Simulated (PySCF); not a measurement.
Species: C4H7F3Si2.
SMILES with atom numbers: `[F:1][C:2]([F:3])([F:4])[C:5]([SiH3:6])=[C:7]=[CH:8][SiH3:9]` (hydrogens: H10, H11, H12 on Si6; H13 on C8; H14, H15, H16 on Si9)

Computed with PBE0-D3(BJ)/def2-SVP geometry optimisation, gas phase (PySCF).

List the bond lengths, angles and torsions at this level.

| bond | length (Å) | order |
| --- | --- | --- |
| F1–C2, C2–F3, C2–F4 | 1.336 | single |
| C2–C5 | 1.502 | single |
| C5–Si6 | 1.888 | single |
| C5=C7 | 1.313 | double |
| C7=C8 | 1.305 | double |
| C8–Si9 | 1.883 | single |
| Si6–H10, Si6–H11, Si6–H12 | 1.491 | single |
| C8–H13 | 1.098 | single |
| Si9–H14, Si9–H15, Si9–H16 | 1.492 | single |

Bonds in one row agree within 0.01 Å and their mean is given. Orders are formal, as drawn. A selection of angles:
| angle | degrees |
| --- | --- |
| F1–C2–F3 | 107.7 |
| F1–C2–C5 | 110.6 |
| F3–C2–C5 | 112.9 |
| C2–C5–Si6 | 120.0 |
| C2–C5–C7 | 120.0 |
| Si6–C5–C7 | 120.0 |
| C5–C7–C8 | 177.4 |
| C7–C8–Si9 | 122.0 |

Dihedral angles: F1–C2–C5–Si6 -54° (synclinal). The mirror-image conformer, all signs reversed, is as good.

Si6 (SiH3 silicon) is tetrahedral (angles from 107.2° to 110.5°). Si9 (SiH3 silicon) is tetrahedral (angles from 108.1° to 110.5°). The 3 C–C bonds span 1.305 Å (C7=C8, drawn double) to 1.502 Å (C2–C5, drawn single), a spread of 0.197 Å.

Point group: C1 (no symmetry element, even within 0.4 Å). No frequency check.

The run took 73 s of wall time on one thread, Arm Neoverse V1 (aarch64), no GPU, shared host, and the process peaked at 0.81 GiB of memory. That covers the optimisation of the geometry.
